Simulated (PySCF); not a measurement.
Mo(O)(NH)(Cl)2 (Cl₂HMoNO), SMILES [NH]=[Mo](=[O])([Cl])[Cl], multiplicity 1.

Coordinates come from a PBE-D3(BJ)/def2-SVP optimisation. The multiplicity is an assumed one; no other spin state was optimised. The structure was generated by enumeration; whether it is a known compound was not checked. The def2 effective core potentials stand for the cores of Mo; spin–orbit coupling is left out.

These are PBE-D3(BJ)/def2-SVP (PySCF) values and carry that method's errors.

Frequencies are harmonic and unscaled.

```tsv
mode	ν (cm⁻¹)	IR (km/mol)	moving atoms (share of kinetic energy)
1	108	0.7	Cl 80 %, Mo 16 %
2	171	0.7	Cl 29 %, Mo 29 %, N 20 %, O 18 %
3	204	0.9	O 59 %, N 20 %, Cl 19 %
4	215	2.3	N 39 %, Cl 22 %, H 17 %, O 14 %
5	303	17.6	O 40 %, N 23 %, H 19 %, Cl 17 %
6	396	27.4	Cl 66 %, Mo 19 %, H 9 %
7	424	39.1	Cl 57 %, Mo 37 %
8	519	135.6	H 63 %, N 29 %
9	625	116.1	H 74 %, N 20 %
10	966	79.4	N 70 %, Mo 17 %
11	1010	92.9	O 79 %, Mo 13 %
12	3479	180.7	H 93 %
```
